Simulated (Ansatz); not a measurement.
Consider the hydrogenolysis of a Ge–Cl bond: `C[NH][GeH]([OH])[Cl]` + H₂ → `C[NH][GeH2][OH]` + HCl.

Gas-phase electronic energies from Ansatz, PBE0-D4/def2-TZVP geometries. CCSD(T)/CBS is the MP2 limit (def2-TZVPP, def2-QZVPP) plus CCSD(T) − MP2 in def2-TZVPP, frozen cores. This one scheme is used for every species. Functionals use def2-TZVPP. B3LYP here is the variant with VWN-RPA as its local correlation; programs differ in this. For Ge outer-core shells are correlated without core-valence functions, which leaves a few kJ/mol of doubt a bond. Scalar relativity is left out up to krypton. Each species was taken in one conformer, which may not be the lowest.

Question: Is it downhill or uphill in electronic energy at CCSD(T)/CBS, and by how much? (Best estimate.)

Answer: Computed: Uphill: ΔE = +69.5 kJ/mol.

Question: What do these levels give: PBE-D4, r2SCAN-D4, B3LYP-D4, ωB97X-V, ωB97M-V, B2PLYP, PBE0, B3LYP, MP2/def2-TZVPP, SCS-MP2/def2-TZVPP, MP2/def2-QZVPP, MP2/CBS(def2)? (An estimate is asked.)

Answer: Ansatz gave: PBE-D4 70.8, r2SCAN-D4 76.4, B3LYP-D4 71.2, ωB97X-V 70.0, ωB97M-V 71.0, B2PLYP 67.4, PBE0 64.9, B3LYP 61.8, MP2/def2-TZVPP 76.2, SCS-MP2/def2-TZVPP 70.9, MP2/def2-QZVPP 76.8, MP2/CBS(def2) 77.7 kJ/mol.

Largest T1 diagnostic among the species: 0.011.

The D4 term adds +9.4 kJ/mol with B3LYP and +5.1 kJ/mol with PBE0; it sums over pairs of atoms, weighted by their polarisabilities, and B3LYP, whose exchange is more repulsive, gets the larger term. In def2-TZVPP, CCSD(T) changes the Hartree–Fock value by +6.1 kJ/mol (the triples alone add +3.7 kJ/mol) and MP2 by +14.3 kJ/mol.
